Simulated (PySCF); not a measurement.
C4H12S2Si.
SMILES: `CCSCCS[SiH3]`

The closed-shell SCF was solved with PySCF and density fitting under several settings on one GFN2-xTB geometry (grid level 2 and gas phase unless stated).

```json
{"settings": "PBE0/pcSseg-1", "basis functions": "200", "SCF cycles": "13", "E (Eh)": "-1244.8693", "HOMO (eV)": "-6.41", "LUMO (eV)": "0.08", "dipole (D)": "0.36"}
{"settings": "PBE0/def2-SVPD", "basis functions": "254", "SCF cycles": "13", "E (Eh)": "-1244.5055", "HOMO (eV)": "-6.42", "LUMO (eV)": "-0.08", "dipole (D)": "0.59"}
{"settings": "B97-D/def2-SVPD, fitting basis def2-qzvpp-jkfit", "basis functions": "254", "SCF cycles": "11", "E (Eh)": "-1244.9881", "HOMO (eV)": "-5.20", "LUMO (eV)": "-0.74", "dipole (D)": "0.61"}
{"settings": "revPBE/pcSseg-1", "basis functions": "200", "SCF cycles": "14", "E (Eh)": "-1245.2127", "HOMO (eV)": "-5.13", "LUMO (eV)": "-0.66", "dipole (D)": "0.43"}
```

Estimate the rows for these settings: (1) WP04/pcSseg-1, start guess sap, energy threshold 1e-08 Eh; (2) PBE0/STO-3G, IEF-PCM dichloromethane, energy threshold 1e-06 Eh; (3) PBE0/3-21G.

```
                                                       settings  basis functions  SCF cycles      E (Eh)  HOMO (eV)  LUMO (eV)  dipole (D)
      WP04/pcSseg-1, start guess sap, energy threshold 1e-08 Eh              200          17  -1260.7835      -7.46      -1.55        0.23
PBE0/STO-3G, IEF-PCM dichloromethane, energy threshold 1e-06 Eh               59           6  -1230.9483      -3.00       6.15        0.44
                                                     PBE0/3-21G               99          12  -1238.5738      -6.30       0.19        0.21
```

Over all rows, what range does the HOMO–LUMO gap span?

From 4.46 eV (B97-D/def2-SVPD, fitting basis def2-qzvpp-jkfit) to 9.15 eV (PBE0/STO-3G, IEF-PCM dichloromethane, energy threshold 1e-06 Eh). The functional of the narrowest has no exact exchange, that of the widest 25 % exact exchange.

Compare two rows with the functional PBE0: PBE0/pcSseg-1 and PBE0/def2-SVPD. Which energy is lower, and by how much?

PBE0/pcSseg-1 (200 functions) lies 0.3638 Eh or 228 kcal/mol below PBE0/def2-SVPD (254 functions). The smaller set gives the lower energy; the two sets aren't nested, so the variational bound doesn't order them by size.

B97-D ran without the empirical dispersion term, which would shift the total energy alone. Cycle counts include a coarse-grid stage where the run had one. WP04 was designed for NMR shieldings or shifts; total energies of different functionals aren't comparable. One conformer (not necessarily the lowest) at the GFN2-xTB geometry, without vibrations or thermal averaging.

Conformer computed: `[CH3:1][CH2:2][S:3][CH2:4][CH2:5][S:6][SiH3:7]`: C1–C2–S3–C4 73°, C2–S3–C4–C5 172°, S3–C4–C5–S6 180°, C4–C5–S6–Si7 -179°.
